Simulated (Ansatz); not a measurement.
C2H6AlFS, SMILES `C[S][Al]([CH3])[F]` from Hartree–Fock to CCSD(T)

Cartesian coordinates in Å:
```
C -1.342 -1.001 -1.054
S -1.907 0.574 -0.327
Al -0.110 1.232 0.689
C 1.573 0.269 0.703
F -0.249 2.669 1.490
H -1.936 -1.813 -0.637
H -0.289 -1.194 -0.854
H -1.494 -0.960 -2.131
H 1.976 0.145 -0.306
H 1.464 -0.731 1.132
H 2.314 0.810 1.296
```

The species carries charge 0 and has multiplicity 1. All single points use the PBE0-D4/def2-TZVP geometry. It is one conformer, not always the lowest. Frozen core, restricted reference, Ansatz. CBS rows extrapolate triple and quadruple zeta; past MP2 they add the triple-zeta difference.

```
     basis     HF (Eh)  MP2 corr.  CCSD corr.       (T)  CCSD(T) total
  def2-SVP  -817.90300   -0.66566    -0.71660         ?              ?
def2-TZVPP  -818.34572          ?    -0.90229  -0.03406              ?
def2-QZVPP  -818.37292   -0.92645           –         –              –
 CBS(def2)  -818.37667          ?           ?     as TZ              ?
```

Problem. Fill in the withheld values. (Estimate.)

Solution. Ansatz gave: def2-SVP (T): -0.01768; def2-SVP CCSD(T) total: -818.63728; def2-TZVPP MP2 corr.: -0.85711; def2-TZVPP CCSD(T) total: -819.28207; CBS(def2) MP2 corr.: -0.97782; CBS(def2) CCSD corr.: -1.02300; CBS(def2) CCSD(T) total: -819.43373.
